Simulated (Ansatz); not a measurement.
`C[SiH](Cl)[GeH3]` + H₂ → `C[SiH2][GeH3]` + HCl at 500 K and 1 bar (hydrogenolysis of the Si–Cl bond).

Isolated molecules relaxed with PBE0-D4/def2-TZVP in Ansatz; ΔE leaves out vibrations. CCSD(T)/CBS is the MP2 limit (def2-TZVPP, def2-QZVPP) plus CCSD(T) − MP2 in def2-TZVPP, frozen cores. This one scheme is used for every species. For Ge outer-core shells are correlated without core-valence functions, which leaves a few kJ/mol of doubt a bond. Scalar relativity is left out up to krypton.

```json
{"species": "`C[SiH](Cl)[GeH3]`", "CCSD(T)/CBS energy (Eh)": "-2867.29429", "H − E (kJ/mol)": "237.2", "S (J/(mol·K))": "445.2"}
{"species": "H₂", "CCSD(T)/CBS energy (Eh)": "-1.17544", "H − E (kJ/mol)": "41.0", "S (J/(mol·K))": "145.5"}
{"species": "`C[SiH2][GeH3]`", "CCSD(T)/CBS energy (Eh)": "-2408.05773", "H − E (kJ/mol)": "247.9", "S (J/(mol·K))": "406.5"}
{"species": "HCl", "CCSD(T)/CBS energy (Eh)": "-460.38127", "H − E (kJ/mol)": "32.5", "S (J/(mol·K))": "201.9"}
```

H − E and S are ideal-gas, rigid-rotor, harmonic terms from PBE0-D4/def2-TZVP, for one conformer and one mirror image of each species. The MP2-based limit puts H₂ 0.8 mEh under its directly extrapolated value; such offsets cancel only in part. 1 Eh = 2625.50 kJ/mol, R = 8.31446 J/(mol·K).

Task: By hand: ΔE, ΔH, ΔS and ΔG.

Result: ΔE = (-2408.05773) + (-460.38127) − (-2867.29429) − (-1.17544) = 0.03073 Eh = 80.7 kJ/mol. Δ(H − E) = 247.9 + 32.5 − 237.2 − 41.0 = 2.2, so ΔH = 82.9 kJ/mol. ΔS = 406.5 + 201.9 − 445.2 − 145.5 = 17.7 J/(mol·K). ΔG = 82.9 − 500 × (17.7)/1000 = 74.1 kJ/mol.

Task: By hand: the equilibrium constant, and the temperature at which ΔG would vanish if ΔH and ΔS stayed fixed.

Result: log₁₀ K = −ΔG/(RT ln 10) = -7.7. ΔG = 0 at ΔH/ΔS = 4684 K, far beyond where these terms or the molecules hold.

ΔH outweighs TΔS. A doubt of 5 kJ/mol in ΔE shifts log₁₀ K by 0.5 here. Other conformers and mirror images would add mixing entropy, several J/(mol·K) or more a flexible species. These are equilibria of isolated gas molecules and say nothing of rates. Largest T1 diagnostic: 0.011 (customary marks: 0.02 for closed shells, 0.045 for open ones).
